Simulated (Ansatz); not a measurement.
```yaml
crystal:
  periodic: [false, false, false]
  atoms:
    - {symbol: O, position_ang: [-1.151770, 0.156369, -1.667502]}
    - {symbol: Mo, position_ang: [-0.219404, -0.005260, -0.309582]}
    - {symbol: O, position_ang: [1.517883, -0.540073, -0.793601]}
    - {symbol: O, position_ang: [-0.630401, -1.716439, 0.262943]}
    - {symbol: O, position_ang: [-1.112093, 0.747566, 1.165150]}
    - {symbol: F, position_ang: [0.657007, 1.688694, -0.245778]}
    - {symbol: H, position_ang: [2.184668, 0.149138, -0.870874]}
    - {symbol: H, position_ang: [-0.280658, -2.174177, 1.032795]}
    - {symbol: H, position_ang: [-0.876734, 1.647882, 1.409349]}
basis:
  gaussian: {orbitals: "6-311G**", point_charges: [{charge: 0.50, position_ang: [7.096, 0.648, 0.463]}]}
hamiltonian: {xc: {name: B97M-V}}
```

```sh
$ ansatz run in.yaml --threads 4 --pin off --events-out ev --progress --plain --max-ram 11315MiB
```

It prints (some lines left out):

```
Error: <dir> can't be read: No such file or directory (os error 2)
```
